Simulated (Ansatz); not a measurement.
Cost and result for the atomization energy of `[OH][In]([SH])[Cl]` (6 atoms, 5 bonds).

```xyz
6

O     0.377    1.581    0.388
In   -0.399   -0.164   -0.093
S     0.944   -2.083   -0.297
Cl   -2.690   -0.213   -0.444
H    -0.290    2.272    0.434
H     2.057   -1.394    0.012
```

Charge 0, multiplicity 1. Correlated methods include outer-core shells of In, which these sets cover unevenly. In: def2 effective core potential. The structure was optimised at the PBE0-D4/def2-TZVP level. It is one conformer, not always the lowest. Program: Ansatz. Hardware: A = 2 threads of an AMD EPYC 7R13 on a shared host; B = 2 threads of an AMD EPYC 7R13 on a shared host and a share of an NVIDIA H100 80 GB. Times are those of one run each, without the atoms' runs, and a repeat can differ threefold. Electronic energies, without spin–orbit coupling; frozen cores. CCSD(T)/CBS adds CCSD(T) − MP2 in def2-TZVPP to the MP2 limit, and its time is that of the two runs behind it. T1 = 0.015. With those shells the extrapolation isn't a true limit. B3LYP takes the VWN-RPA correlation (the form of Gaussian; ORCA's B3LYP/G).

CCSD(T)/CBS is a level of theory with its own doubt, some kJ/mol a heavy atom from the limit and from the frozen cores, so smaller differences don't rank the functionals.

```tsv
level	functions	atomization (kJ/mol)	difference from CCSD(T)/CBS	per bond
r2SCAN-D4/def2-TZVPP (with forces) [A]	193	1743.2	-10.8	-2.2
PBE0-D4/def2-TZVPP [A]	193	1712.6	-41.4	-8.3
PBE-D4/def2-TZVPP (with forces) [A]	193	1759.8	5.8	1.2
CCSD(T)/CBS(def2)	–	1754.0	0.0	0.0
B2PLYP/def2-TZVPP [A]	193	1688.2	-65.8	-13.2
CCSD(T)/def2-TZVPP [B]	193	1680.5	-73.5	-14.7
B3LYP-D4/def2-TZVPP (with forces) [A]	193	1691.9	-62.1	-12.4
CCSD(T)/def2-QZVPP [B]	339	1730.1	-23.9	-4.8
ωB97X-V/def2-TZVPP [A]	193	1747.2	-6.8	-1.4
ωB97M-V/def2-TZVPP (with forces) [A]	193	1743.1	-10.9	-2.2
```

(1) Order the runs by time, with rough figures. (Best estimate.)

Answers

(1) The calculation gave: CCSD(T)/def2-TZVPP [B] 1.9 s; PBE-D4/def2-TZVPP (with forces) [A] 2.4 s; PBE0-D4/def2-TZVPP [A] 3 s; r2SCAN-D4/def2-TZVPP (with forces) [A] 4.5 s; B3LYP-D4/def2-TZVPP (with forces) [A] 4.5 s; CCSD(T)/def2-QZVPP [B] 6.5 s; B2PLYP/def2-TZVPP [A] 7.5 s; ωB97X-V/def2-TZVPP [A] 8.1 s; CCSD(T)/CBS(def2) 8.4 s; ωB97M-V/def2-TZVPP (with forces) [A] 12 s.

In def2-TZVPP, CCSD(T) changes the Hartree–Fock value by +531.6 kJ/mol (the triples alone add +43.3 kJ/mol) and MP2 by +583.0 kJ/mol; breaking electron pairs costs correlation energy, which Hartree–Fock lacks. From PBE to PBE0 (25 % exact exchange), in def2-TZVPP and without D4, the atomization energy moves by −45.4 kJ/mol: exact exchange takes away binding that semilocal exchange gives to molecules. The D4 term adds +22.9 kJ/mol with B3LYP and +12.2 kJ/mol with PBE0; it sums over pairs of atoms, weighted by their polarisabilities, and B3LYP, whose exchange is more repulsive, gets the larger term.

Spin–orbit coupling would lower the free In atoms strongly, and the atomization energy with them, by more than many differences here.
